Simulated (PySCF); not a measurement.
Species: `COC/C(=C\CF)OC`. The columns A, B, C and D hold Mulliken, IAO, Hirshfeld and ESP-fitted charges (e) of one PBE0/pcSseg-1 density (PySCF), in a shuffled order. Coordinates in Å (GFN2-xTB); the density's dipole moment is (0.78, -1.80, -1.01) D.

| atom | x | y | z | A | B | C | D |
| --- | --- | --- | --- | --- | --- | --- | --- |
| C1 | 2.929 | -0.599 | 0.566 | -0.039 | -0.273 | -0.202 | -0.025 |
| O2 | 1.539 | -0.422 | 0.673 | -0.132 | -0.283 | -0.390 | -0.520 |
| C3 | 0.890 | -0.427 | -0.579 | -0.001 | +0.165 | -0.065 | +0.083 |
| C4 | -0.589 | -0.214 | -0.380 | +0.068 | +0.143 | +0.198 | +0.132 |
| C5 | -1.089 | 0.828 | 0.281 | -0.104 | -0.335 | -0.268 | -0.298 |
| C6 | -0.251 | 1.908 | 0.881 | +0.018 | +0.045 | +0.051 | +0.253 |
| F7 | -0.966 | 3.085 | 0.926 | -0.134 | -0.238 | -0.336 | -0.351 |
| O8 | -1.303 | -1.225 | -0.946 | -0.106 | -0.269 | -0.328 | -0.486 |
| C9 | -2.709 | -1.174 | -0.864 | -0.032 | -0.113 | -0.208 | -0.037 |
| H10 | 3.176 | -1.557 | 0.093 | +0.039 | +0.125 | +0.123 | +0.092 |
| H11 | 3.322 | -0.583 | 1.580 | +0.053 | +0.152 | +0.161 | +0.126 |
| H12 | 3.388 | 0.210 | -0.017 | +0.036 | +0.104 | +0.120 | +0.088 |
| H13 | 1.305 | 0.370 | -1.219 | +0.036 | +0.032 | +0.122 | +0.115 |
| H14 | 1.036 | -1.389 | -1.090 | +0.038 | +0.045 | +0.139 | +0.126 |
| H15 | -2.149 | 0.951 | 0.439 | +0.039 | +0.193 | +0.156 | +0.113 |
| H16 | 0.652 | 2.109 | 0.298 | +0.038 | +0.122 | +0.139 | +0.107 |
| H17 | 0.030 | 1.676 | 1.916 | +0.040 | +0.092 | +0.149 | +0.123 |
| H18 | -3.067 | -2.055 | -1.394 | +0.056 | +0.117 | +0.165 | +0.133 |
| H19 | -3.102 | -0.272 | -1.344 | +0.045 | +0.084 | +0.137 | +0.112 |
| H20 | -3.047 | -1.209 | 0.176 | +0.045 | +0.095 | +0.138 | +0.113 |

Question: Which column most likely holds the ESP-fitted charges?

Answer: B. Σ q r misses the density's dipole by 0.05 D (B), 0.35 D (A), 0.91 D (C), 1.63 D (D). Charges fitted to the outside potential are the only set here that is tied to the molecule's multipoles.

Question: And the Hirshfeld charges?

Answer: A. The mean sizes are 0.055 e (A), 0.151 e (B), 0.172 e (D), 0.180 e (C), and Hirshfeld charges are commonly the smallest of these schemes.

As computed, A = Hirshfeld, B = ESP-fitted, C = IAO, D = Mulliken. Hydrogens on carbon: Hirshfeld +0.04 to +0.06, ESP-fitted +0.03 to +0.19, IAO +0.12 to +0.16, Mulliken +0.09 to +0.13 e.

The IAO scheme counts the electrons in orthogonalised intrinsic atomic orbitals, a minimal basis polarised so that it spans the occupied orbitals exactly. The Mulliken scheme counts on each atom the diagonal of the density matrix times the overlap matrix over that atom's basis functions.

Geometry: GFN2-xTB, one conformer, isolated molecule.

Conformer computed: `[CH3:1][O:2][CH2:3]/[C:4](=[CH:5]\[CH2:6][F:7])[O:8][CH3:9]`: C1–O2–C3–C4 -179°, O2–C3–C4–C5 55°, C4–C5–C6–F7 152°, C3–C4–O8–C9 -179°.
